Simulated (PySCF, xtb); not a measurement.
C2HF3O2, SMILES FC(F)(C(O)=O)F. Other conformers were not sampled.

Harmonic wavenumbers (cm⁻¹) from GFN2-xTB (xtb) at its own minimum, in rising order: 29, 184, 207, 361, 394, 448, 535, 613, 627, 725, 740, 1081, 1100, 1128, 1145, 1257, 1848, 3397.

Q: What does B3LYP-D3(BJ)/def2-SVP (PySCF 2.14.0) give at its own minimum? (An estimate is asked for; the answer gives what the named calculation found.)

A: 31, 239, 242, 394, 430, 511, 595, 615, 677, 795, 809, 1171, 1221, 1231, 1288, 1443, 1909, 3744. Paired by order, the mean absolute difference is 85 cm⁻¹ and the zero-point energies are 22.6 and 24.8 kcal/mol.
